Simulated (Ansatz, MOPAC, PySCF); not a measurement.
Pair of molecules: C2H2 (SMILES C#C) (first 4 atoms) with CH3F (SMILES CF); geometry from B3LYP-D3(BJ)/def2-TZVP, rigid monomers moved along the line of their centres of mass till H3···F6 is 2.00 Å.
(charge 0, multiplicity 1):
```
atom    x (Å)    y (Å)    z (Å)
----  -------  -------  -------
C     -0.1330  -0.1057   0.1122
C      0.3573   0.3816  -0.8658
H     -0.5598  -0.5337   0.9899
H      0.7874   0.8110  -1.7375
C      0.6325  -0.0288   3.4197
F     -0.4741  -0.7533   2.9716
H      1.1155   0.4337   2.5589
H      0.2858   0.7338   4.1168
H      1.3167  -0.7167   3.9161
```

Monomers are frozen at their geometry in the pair; levels with a basis set take the counterpoise correction. Rows marked so take none.

Rows in 3-21G carry no dispersion term and start afresh at each structure. The state reached by PM7 isn't checked; PM7 holds dispersion and hydrogen-bond terms.

Programs: Ansatz (Gaussian orbitals); MOPAC for PM7 (differences of heats of formation); PySCF for 3-21G rows, the dispersion terms. Each number belongs to the level named beside it.

Task: One of these levels gives -6.35 kcal/mol for the interaction energy. Which one is it?
(A) HF/3-21G (no counterpoise)
(B) PM7
(C) PBE-D3(BJ)/def2-TZVPPD
(D) HF/aug-cc-pVDZ

Result: A, HF/3-21G (no counterpoise). The others give 3.65 (PM7), -0.01 (HF/aug-cc-pVDZ), -1.92 (PBE-D3(BJ)/def2-TZVPPD)

Ansatz is an electronic-structure program.
